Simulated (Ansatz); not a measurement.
Input file for Ansatz (a quantum-chemistry and plane-wave program): U-wB97X-V/cc-pVTZ on H2OSe (SMILES O[SeH]), a point of a bond scan (R = 2.000 Å).

Ansatz 0.2 input:
```yaml
crystal:
  periodic: [false, false, false]
  atoms:
    - {symbol: Se, position_ang: [-0.24233438, -0.06337558, 0.28131573]}
    - {symbol: H, position_ang: [-1.70819611, -0.50082351, -1.00729077]}
    - {symbol: O, position_ang: [1.06518061, 0.17874174, -0.96080393]}
    - {symbol: H, position_ang: [1.04608213, 1.11224671, -1.20509589]}
basis:
  gaussian:
    orbitals: cc-pVTZ
hamiltonian:
  xc: {name: wB97X-V}
magnetization: {spin_polarized: true, initial_magnetization: 0}
```

The head of its log:

```
WARN ansatz: RAYON_NUM_THREADS=1 ignored (pool sized by the plan → 1); use --threads N
Functional definition: wB97X-V
integrals: 0.04 GiB planned
698 factors; their error is unknown
integrals: 0.07 GiB planned
121 factors; integrals over basis functions are off by at most 4.4e-5 eV
mean field: 0.55 GiB planned
mean field evaluation 1: about -67419.4075 eV, gradient 2.8e1 eV
mean field evaluation 2: about -67417.6093 eV, gradient 3.7e1 eV
```

What total energy does the run end on?

-2477.7232 hartree.
